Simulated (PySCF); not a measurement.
**Correlation energy of Se- (selenium, charge -1)**

[Ar] 3d10 4s2 4p5, 2P determinant. All numbers are calculated (PySCF 2.14, scalar relativity through the core potential, in aug-cc-pVDZ-PP with ECP10MDF (5s4p3d, 32 functions)). Frozen: 3s2 3p6 3d10; 7 electrons correlated.

| level | correlation energy (mhartree) |
| --- | --- |
| CCSD | -119.23 |
| (T) | -3.15 |
| CCSD(T) | -122.38 |
| CCSDT | -122.92 |

Diagnostics: T1 = 0.013, D1 = 0.0231, largest double amplitude 0.035.

Q: Is a single reference adequate?

A: Yes, within this model without spin-orbit coupling: T1 lies below 0.03 and no double amplitude reaches 0.07.
